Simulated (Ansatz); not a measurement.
Program: Ansatz. Geometries: PBE0-D4/def2-TZVP. ΔE: electronic, gas phase. CBS: MP2 limit from def2 TZ/QZ plus the TZ coupled-cluster correction, frozen cores. DFT in def2-TZVPP. B3LYP here is the variant with VWN-RPA as its local correlation; programs differ in this. For Se outer-core shells are correlated without core-valence functions, which leaves a few kJ/mol of doubt a bond. Scalar relativity is left out up to krypton. Each species was taken in one conformer, which may not be the lowest.

`[SiH3][SiH2]C[SeH]` + `SC1=C[SiH2]1` → `S[SiH2]C[SeH]` + `[SiH3]C1=C[SiH2]1`  (redistribution)

`[SiH3][SiH2]C[SeH]`:

Z-matrix (Å, degrees):
```
Si
Si 1 2.342
H 1 1.489 2 109.3
H 1 1.490 2 109.8 3 -118.7
H 1 1.485 2 111.9 3 121.0
C 2 1.880 1 109.5 3 -37.4
H 2 1.491 1 110.3 3 -156.5
H 2 1.493 1 110.9 3 84.3
Se 6 1.957 2 110.1 1 -54.4
H 6 1.090 2 113.6 1 -178.1
H 6 1.092 2 110.0 1 60.4
H 9 1.470 6 95.5 2 -47.9
```

`SC1=C[SiH2]1`:

```xyz
8

S     0.316    1.322   -1.839
C     0.241    0.291   -0.467
C     1.112   -0.466    0.210
Si   -0.531   -0.568    0.932
H    -0.976    1.684   -1.850
H     2.165   -0.698    0.136
H    -1.423   -1.732    0.711
H    -0.903    0.166    2.166
```

`S[SiH2]C[SeH]`:

Cartesian coordinates in Å:
```
S 2.310 -0.021 1.371
Si 0.435 0.706 0.640
C -0.317 -0.449 -0.629
Se -2.150 0.151 -0.983
H 1.773 -1.062 2.031
H 0.752 2.011 0.013
H -0.526 0.891 1.757
H -0.327 -1.484 -0.289
H 0.259 -0.384 -1.552
H -2.209 -0.358 -2.359
```

`[SiH3]C1=C[SiH2]1`:

Z-matrix (Å, degrees):
```
Si
C 1 1.845
H 1 1.488 2 111.4
H 1 1.486 2 109.1 3 120.7
H 1 1.486 2 109.1 3 -120.7
C 2 1.336 1 139.4 3 -0.0
Si 2 1.828 1 153.3 3 -179.9
H 6 1.084 2 134.5 1 0.0
H 7 1.481 2 121.0 1 -75.6
H 7 1.481 2 121.0 1 75.5
```

```
             level  ΔE (kJ/mol)  difference from CCSD(T)/CBS
            PBE-D4        -69.1                         25.0
         r2SCAN-D4        -82.5                         11.6
           PBE0-D4        -77.3                         16.8
          B3LYP-D4        -84.9                          9.2
           ωB97X-V        -88.0                          6.1
           ωB97M-V        -94.9                         -0.8
               PBE        -71.6                         22.5
              PBE0        -79.6                         14.5
             B3LYP        -89.1                          5.0
    MP2/def2-TZVPP        -97.0                         -2.9
SCS-MP2/def2-TZVPP        -98.2                         -4.1
   CCSD/def2-TZVPP        -95.1                         -1.0
CCSD(T)/def2-TZVPP        -92.0                          2.1
     HF/def2-QZVPP       -111.1                        -17.0
      HF/CBS(def2)       -111.2                        -17.1
    CCSD/CBS(def2)        -97.2                         -3.1
       CCSD(T)/CBS        -94.1                            0
```

Largest T1 diagnostic among the species: 0.014.

From PBE to PBE0 (25 % exact exchange), in def2-TZVPP and without D4, ΔE moves by −8.0 kJ/mol. The D4 term adds +4.2 kJ/mol with B3LYP and +2.2 kJ/mol with PBE0; it sums over pairs of atoms, weighted by their polarisabilities, and B3LYP, whose exchange is more repulsive, gets the larger term. In def2-TZVPP, CCSD(T) changes the Hartree–Fock value by +18.2 kJ/mol (the triples alone add +3.1 kJ/mol) and MP2 by +13.2 kJ/mol.

CCSD(T)/CBS has its own doubt, a few kJ/mol and more with outer-core shells, so smaller differences from it don't rank the levels.
